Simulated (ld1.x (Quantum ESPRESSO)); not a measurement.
## Reading a pseudo-wave (nitrogen (N))

Columns: radius, all-electron u(r) and pseudo u(r) of the 2p shell (level -7.04 eV) of nitrogen in the configuration [He] 2s2 2p3; PBEsol, scalar-relativistic, TM scheme, ld1.x (Quantum ESPRESSO) 7.5.

| r (bohr) | all-electron | pseudo |
| --- | --- | --- |
| 0.057 | 0.0272 | 0.0133 |
| 0.115 | 0.0915 | 0.0531 |
| 0.172 | 0.1714 | 0.1147 |
| 0.230 | 0.2580 | 0.1948 |
| 0.288 | 0.3429 | 0.2858 |
| 0.345 | 0.4207 | 0.3786 |
| 0.402 | 0.4910 | 0.4681 |
| 0.460 | 0.5540 | 0.5500 |
| 0.518 | 0.6084 | 0.6190 |
| 0.575 | 0.6536 | 0.6725 |
| 0.632 | 0.6910 | 0.7124 |
| 0.690 | 0.7213 | 0.7408 |
| 0.747 | 0.7441 | 0.7591 |
| 0.805 | 0.7609 | 0.7706 |
| 0.862 | 0.7719 | 0.7771 |
| 0.920 | 0.7780 | 0.7802 |
| 0.977 | 0.7798 | 0.7804 |
| 1.035 | 0.7778 | 0.7779 |
| 1.092 | 0.7728 | 0.7728 |
| 1.150 | 0.7649 | 0.7649 |
| 1.208 | 0.7548 | 0.7548 |
| 1.265 | 0.7429 | 0.7429 |
| 1.322 | 0.7296 | 0.7296 |
| 1.380 | 0.7148 | 0.7148 |
| 1.438 | 0.6990 | 0.6990 |
| 1.495 | 0.6826 | 0.6826 |

(1) How many radial nodes do the two functions have?

(2) At about which radius was the pseudo-wave matched?

(3) Is the pseudo-wave norm-conserving?

Results:

(1) The all-electron 2p function has n − l − 1 = 0; the pseudo-wave has 0.

(2) 1.15 bohr. The columns agree to 0.0005 from 1.03 bohr on; several derivatives are matched, so the curves merge somewhat inside the radius.

(3) Yes: the TM scheme keeps the norm inside the radius equal to the all-electron one, which fixes the energy derivative of the logarithmic derivative at the level.
